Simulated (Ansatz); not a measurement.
`C/N=C\CN` and `C/N=C\[SiH2]S` differ in one atom or group.

Ansatz, PBE0-D4/def2-TZVP geometries, multiplicity 1. Each molecule was computed in one conformer, which needn't be the lowest.

```json
{"property": "HOMO–LUMO gap (B3LYP/def2-TZVPP) / eV", "`C/N=C\\CN`": "6.34"}
{"property": "HOMO–LUMO gap (ωB97M-V/def2-TZVPP) / eV", "`C/N=C\\CN`": "11.27"}
{"property": "HOMO–LUMO gap (PBE0/def2-TZVPP) / eV", "`C/N=C\\CN`": "6.83"}
{"property": "size of the dipole moment (ωB97M-V/def2-TZVPP) / D", "`C/N=C\\CN`": "2.84"}
{"property": "size of the dipole moment (PBE/def2-TZVPP) / D", "`C/N=C\\CN`": "2.73"}
{"property": "LUMO energy (ωB97M-V/def2-TZVPP) / eV", "`C/N=C\\CN`": "2.07"}
```

(1) Give the same properties after the change, and the shifts. (An estimate is asked.)

Answers

(1) Ansatz gave: 
```csv
property,`C/N=C\[SiH2]S`,shift
HOMO–LUMO gap (B3LYP/def2-TZVPP) / eV,5.09,-1.25
HOMO–LUMO gap (ωB97M-V/def2-TZVPP) / eV,9.79,-1.48
HOMO–LUMO gap (PBE0/def2-TZVPP) / eV,5.51,-1.32
size of the dipole moment (ωB97M-V/def2-TZVPP) / D,0.40,-2.44
size of the dipole moment (PBE/def2-TZVPP) / D,0.17,-2.56
LUMO energy (ωB97M-V/def2-TZVPP) / eV,0.69,-1.38
```

Dipoles are sizes alone; their direction can turn.

B3LYP here is the variant with VWN-RPA as its local correlation; programs differ in this.
